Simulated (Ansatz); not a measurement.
As₂P was relaxed with PBE0-D4 (def2-TZVP) in Ansatz in these states: neutral doublet, neutral quartet. The geometries follow in no particular order.

A:

```xyz
3

P    -0.0376    1.1086   -0.4781
As   -1.0355   -0.3313    0.8349
As    1.0730   -0.7773   -0.3568
```

B:

```tsv
atom	x (Å)	y (Å)	z (Å)
P1	-0.145	-0.734	0.949
As2	0.991	0.999	0.155
As3	-0.846	-0.265	-1.104
```

Q: Judge from the bond lengths which geometry belongs to which state (an estimate).

A: A is the neutral doublet (As2–As3 2.463 Å, P1–As2 2.189 Å, P1–As3 2.192 Å); B is the neutral quartet (As2–As3 2.561 Å, P1–As2 2.220 Å, P1–As3 2.220 Å).
